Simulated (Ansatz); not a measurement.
Input file for Ansatz (an electronic-structure program): U-CCSD(T)/cc-pV(T+d)Z on BeH4OSi (SMILES [BeH][O][SiH3]), a point of a bond scan (R = 2.222 Å). Files ending in .json are basis or fitting sets from the Basis Set Exchange.

Ansatz 0.2 input:
```yaml
crystal:
  periodic: [false, false, false]
  atoms:
    - {symbol: Be, position_ang: [-1.57329209, -0.93057217, 1.03196074]}
    - {symbol: H, position_ang: [-2.56627019, -1.51789972, 1.68327935]}
    - {symbol: O, position_ang: [-0.52197513, -0.30873830, 0.34237625]}
    - {symbol: Si, position_ang: [0.70038793, 0.41426606, -0.45940157]}
    - {symbol: H, position_ang: [0.83512330, -0.40195193, -2.52150591]}
    - {symbol: H, position_ang: [1.97927429, 0.16602969, 0.24550305]}
    - {symbol: H, position_ang: [0.46032280, 1.87421957, -0.52987566]}
basis:
  gaussian:
    orbitals: cc-pV_T+d_Z.json
correlation: {method: ccsd_t, electrons: outside_noble_gas}
scf: {omitted_lower_state_checks: [cluster_reference]}
magnetization: {spin_polarized: true, initial_magnetization: 0}
```

The log:

```
WARN ansatz: RAYON_NUM_THREADS=1 ignored (pool sized by the plan → 1); use --threads N
Functional definition: HF
these checks for a lower state are left out or cut short: cluster_reference
integrals: 0.63 GiB planned
891 factors; integrals over basis functions are off by at most 1.2e-3 eV
mean field: 0.44 GiB planned
mean field evaluation 1: about -10359.8087 eV, gradient 2.8e1 eV
mean field evaluation 2: about -10359.8082 eV, gradient 2.8e1 eV
mean field evaluation 4: about -10363.0969 eV, gradient 2.0e0 eV
mean field evaluation 8: about -10363.1361 eV, gradient 5.9e-4 eV
mean field evaluation 16: about -10363.1401 eV, gradient 1.6e-1 eV
mean field evaluation 32: about -10363.1007 eV, gradient 5.9e-1 eV
mean field -10363.14171118 eV, -380.8384334962 hartree, gradient 1.1e-6 eV, S^2 0.085932; 3 other end points of the search recorded, 0 dependent functions left out
7 core orbitals not correlated
reference -10363.14171118 eV, -380.8384334962 hartree; 8, 8 occupied and 140, 140 virtual orbitals, 891 factors
second order -11.22764211 eV of doubles, -0.00000000 eV of singles
coupled cluster: 1.54 GiB planned
cycle   1  -11.62084427 eV  change   -3.9e-1 eV  update   9.6e-2
cycle   2  -12.03275096 eV  change   -4.1e-1 eV  update   4.3e-2
cycle   3  -12.18551266 eV  change   -1.5e-1 eV  update   2.9e-2
cycle   4  -12.19165506 eV  change   -6.1e-3 eV  update   1.7e-2
cycle   5  -12.21217081 eV  change   -2.1e-2 eV  update   8.9e-3
cycle   6  -12.21761082 eV  change   -5.4e-3 eV  update   3.3e-3
cycle   7  -12.21736800 eV  change    2.4e-4 eV  update   1.0e-3
cycle   8  -12.21812375 eV  change   -7.6e-4 eV  update   3.6e-4
cycle   9  -12.21820205 eV  change   -7.8e-5 eV  update   1.2e-4
cycle  10  -12.21811493 eV  change    8.7e-5 eV  update   4.1e-5
cycle  11  -12.21815173 eV  change   -3.7e-5 eV  update   1.5e-5
cycle  12  -12.21814989 eV  change    1.8e-6 eV  update   4.8e-6
coupled cluster: 1.55 GiB planned
perturbative correction -0.41312121 eV, -0.0151819243 hartree
Total energy: -10375.77298228 eV, -381.3026241471 hartree
Checks for a lower state left out: cluster_reference
```

The run converged.

Cost: about 50 core-seconds (a rough figure).
